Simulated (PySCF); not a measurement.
GaO, doublet, at a GFN2-xTB geometry (such geometries of metal compounds can be far from the true shape).

The PySCF input:
```python
from pyscf import gto, scf, dft

mol = gto.M(
    atom='''
Ga   -0.000000   -0.000000   -0.337701
O     0.000000    0.000000    1.308590
''',
    basis='aug-cc-pvdz',
    charge=0,
    spin=1,
    verbose=3,
)

mf = dft.UKS(mol)
mf.xc = 'tpss'
mf.kernel()
mf.analyze()
```

### Question
What is the computed number of basis functions (TPSS/aug-cc-pVDZ run with PySCF)?

### Answer
59

### Question
What total energy does TPSS/aug-cc-pVDZ give?

### Answer
-2000.0100 Eh

### Question
Estimate the nuclear repulsion energy that TPSS/aug-cc-pVDZ returns for this input.

### Answer
79.7161 Eh

### Question
Give the <S^2> at the level TPSS/aug-cc-pVDZ.

### Answer
0.756

### Question
What HOMO energy does TPSS/aug-cc-pVDZ give?

### Answer
-6.77 eV

These values belong to the state on which the SCF converged, which isn't shown to be the lowest.
